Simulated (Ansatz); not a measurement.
B(Br)(Me)(NH2) (CH₅BBrN), SMILES CB(N)Br.

Geometry: B3LYP-D3(BJ)/def2-SVP. The structure was generated by enumeration, and PubChem lists no compound with its InChIKey, so it may never have been made. One conformer was computed; it need not be the lowest.

Two levels are set side by side: PBE/def2-SVPD (Ansatz, a first-principles code) and PBE0/def2-SVPD (Ansatz). Energy differences of separate SCF runs at the same geometry; the states with an electron removed or added have multiplicity 2 and 2. Differences are taken from unrounded values.

| quantity | PBE |
|---|---|
| vertical ionisation energy (eV) | 9.86 |
| vertical singlet–triplet gap (eV) | 5.92 |

Q: These are the PBE values. What does PBE0 give? (The exact figures need the calculation; the answer reports its results.)

A: 
| quantity | PBE0 | PBE minus PBE0 |
|---|---|---|
| vertical ionisation energy (eV) | 10.15 | -0.29 |
| vertical singlet–triplet gap (eV) | 6.19 | -0.28 |
